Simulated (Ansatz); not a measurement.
The cluster Cu2H⁺, relaxed as a quintet with UKS PBE-D4/def2-TZVP in Ansatz, starting from the PBE-D4/def2-TZVP geometry of the charge +1 singlet. Force threshold 0.02 eV/Å.

The gap within one spin of the charge 1 quintet nearly closes, so an electron or hole may be smeared out by delocalisation error. In the quintet geometry the species has come apart into loosely held pieces. At PBE-D4/def2-TZVP a singlet of charge 1 lies 5.91 eV below the quintet, each at its own geometry. The structure comes from a short search, and lower isomers may exist.

Start:

```xyz
3

Cu    0.418   -0.745    0.918
Cu   -0.921    0.714   -0.463
H     0.503    0.031   -0.456
```

Problem. Estimate the energy that the relaxation releases and the steps that it takes.

Solution. 38.5 kcal/mol, in 38 steps; 8.7 min on 4 threads of Arm Neoverse N1 on a shared host. The force fell under the threshold at step 35, but the optimiser went on and released 0.021 eV more. No frequencies were taken in this run, so the end may be a saddle point.

Problem. Does the start keep its bonding and symmetry?

Solution. Bonds lost: Cu1–H3, Cu2–H3 (atoms count from 1). Metal–metal contacts that move far: Cu1–Cu2 2.41 to 14.46 Å. The end holds 3 separate pieces.

Problem. Predict the relaxed structure.

Solution. 
```xyz
3

Cu    3.203   -4.418    4.867
Cu   -4.820    4.319   -3.404
H     1.617    0.099   -1.464
```
Bond lengths (bridged metal pairs left out): .
